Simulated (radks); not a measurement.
The antimony ion Sb+ inside a hard spherical wall (all orbitals vanish at R), configuration held at [Kr] 4d10 5s2 5p2 and not refilled when levels cross. All-electron calculation, scalar-relativistic Kohn-Sham, r2SCAN, spin-polarised, spherical densities, finite nucleus; open shells are filled with parallel spins first (spin-orbit coupling, left out, can overturn this in heavy ions); meta-GGA in the generalised Kohn-Sham scheme; Fermi nuclear charge, rms radius 4.6802 fm. Program: a radial shooting solver on a logarithmic mesh with Libxc functionals. Eigenvalues in eV for spin up, with the zero of energy where the potential of the charges vanishes at infinity; a dash marks a level that is unbound or too diffuse for the functional's potential to be trusted. A positive occupied level is held by the wall or, in an anion where self-interaction has pushed it up, behind a barrier. The pressure on the wall is -dE/dV.

R (bohr)  E (hartree)  kinetic (hartree)    e(4p)    e(4d)    e(5s)    e(5p)  e(6s, empty)  e(5d, empty)  pressure (GPa)
free      -6481.87278           6779.337  -113.08  -42.922  -21.883  -12.940             -             -               0
12        -6481.87278           6779.337  -113.08  -42.922  -21.883  -12.940        -3.823        -3.022        < 0.0001
10        -6481.87276           6779.337  -113.08  -42.921  -21.882  -12.939        -3.609        -2.930        0.000527
8         -6481.87237           6779.342  -113.05  -42.897  -21.865  -12.919        -2.756        -2.588          0.0257
7         -6481.87055           6779.360  -112.97  -42.818  -21.810  -12.849        -1.564        -2.110           0.179
6         -6481.86110           6779.439  -112.68  -42.529  -21.609  -12.571         1.087        -1.026            1.25
3.5       -6481.18308           6782.762  -106.04  -36.236  -15.021   -3.177        42.812        17.218             224
3         -6480.22456           6786.701  -101.03  -31.509   -7.651    6.604        76.208        32.480             780
2.5       -6477.59825           6796.879  -91.441  -22.140   10.311   29.056        142.51        63.573            3260
1.5       -6433.85816           6944.410  -10.007   68.247   233.51   274.84        694.69        335.28          147000
